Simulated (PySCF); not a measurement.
# Radial density of Dy⁵⁵⁺ (dysprosium, charge +55)

UHF, [Ne] 3s1, 2S determinant. All numbers are calculated (PySCF 2.14, the spin-free X2C one-electron Hamiltonian (Gaussian nucleus), in an uncontracted even-tempered set (17 s from 14 bohr⁻², ratio 2.5; 12 p from 18 bohr⁻², ratio 2.5; 4 d from 65 bohr⁻², ratio 2.7; 4 f from 97 bohr⁻², ratio 2.7)).

| r (bohr) | 4πr²ρ (e/bohr) | 4πr²(ρα − ρβ) |
| --- | --- | --- |
| 0.0242 | 73.10 | 0.0147 |
| 0.0407 | 78.42 | 1.0884 |
| 0.0684 | 98.57 | 2.0825 |
| 0.115 | 42.51 | 0.2200 |
| 0.194 | 8.855 | 6.3078 |
| 0.326 | 1.437 | 1.4298 |
| 0.548 | 0.01141 | 0.0114 |

Densities and radii are taken from the X2C orbitals without a picture-change correction, which distorts them close to the nucleus.

Spin-orbit coupling, which splits the p, d and f shells strongly at this Z, is absent.
